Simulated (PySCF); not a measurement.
Bond curve of LaO

Set-up: basis La x2c-SVPall, O x2c-SVPall; spin-free X2C with a Gaussian nucleus; PySCF 2.14. Energies in eV from La (5d1 6s2) + O in their ground configurations at the same level. State: doublet, about 0.2 electrons in the 4f shell (Mulliken).

All columns are MN15. A positive dipole means La(−)O(+).

| R (Å) | E (eV) | μ (D) | Mulliken charge on La (basis-dependent) | HOMO (eV) | LUMO (eV) | Mayer bond order | ⟨S²⟩ |
| --- | --- | --- | --- | --- | --- | --- | --- |
| 1.578 | -6.144 | -1.00 | 0.18 | -3.84 | -0.87 | 2.36 | 0.75 |
| 1.651 | -7.114 | -1.75 | 0.23 | -3.98 | -0.99 | 2.34 | 0.75 |
| 1.725 | -7.649 | -2.47 | 0.29 | -4.12 | -1.12 | 2.32 | 0.75 |
| 1.780 | -7.831 | -2.99 | 0.33 | -4.22 | -1.22 | 2.31 | 0.75 |
| 1.835 | -7.867 | -3.48 | 0.37 | -4.33 | -1.33 | 2.30 | 0.75 |
| 1.890 | -7.785 | -3.94 | 0.40 | -4.43 | -1.43 | 2.29 | 0.75 |
| 1.964 | -7.533 | -4.51 | 0.44 | -4.56 | -1.57 | 2.28 | 0.75 |
| 2.055 | -7.056 | -5.16 | 0.47 | -4.71 | -1.74 | 2.27 | 0.75 |
| 2.165 | -6.338 | -5.86 | 0.49 | -4.88 | -1.93 | 2.27 | 0.75 |
| 2.312 | -5.269 | -6.67 | 0.49 | -5.08 | -2.18 | 2.28 | 0.75 |

A fit through these points gives, at Re = 1.822 Å, μ = -3.37 D and dμ/dR = -8.74 D/Å; the reduced mass is 14.34 u.

Q: How strong is the fundamental in the double-harmonic approximation, I = 42.26·(dμ/dR)²/μred km/mol?

A: I = 42.26·(-8.74)²/14.34 = 225 km/mol at MN15.

These are scalar-relativistic numbers at best; spin–orbit coupling would shift them, the dissociation energy most. The state is the lowest single determinant that the PBE0 search found; with open d or f shells the true ground state can be another one.
